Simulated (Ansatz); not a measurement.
Basis-set extrapolation for CH4ClNSSi (PBE0-D4/def2-TZVP geometry, frozen core, the Gaussian-basis code of Ansatz). Multiplicity 1, RHF reference.

```tsv
	def2-TZVPP	def2-QZVPP
HF	-1240.732494	-1240.769770
MP2 correlation	-0.850528	-0.921922
CCSD(T) correlation	-0.943664	not run
```

Energies in hartree. Use E(X) = E(∞) + A·exp(−7.88·√X) for Hartree–Fock and E(X) = E(∞) + B·X^(−2.97) for correlation, with X = 3 and 4, and add CCSD(T) minus MP2 of the smaller set to the MP2 limit.

Q: What is the CCSD(T) energy at the basis-set limit?

A: HF limit: -1240.769770 + (-0.037276) × 0.13774 = -1240.77490. MP2 limit: -0.921922 + (-0.071394) × 0.74074 = -0.97481. Higher-order term: -0.943664 − (-0.850528) = -0.09314. Total: -1241.84285 hartree, 437.6 kJ/mol below CCSD(T)/def2-TZVPP.
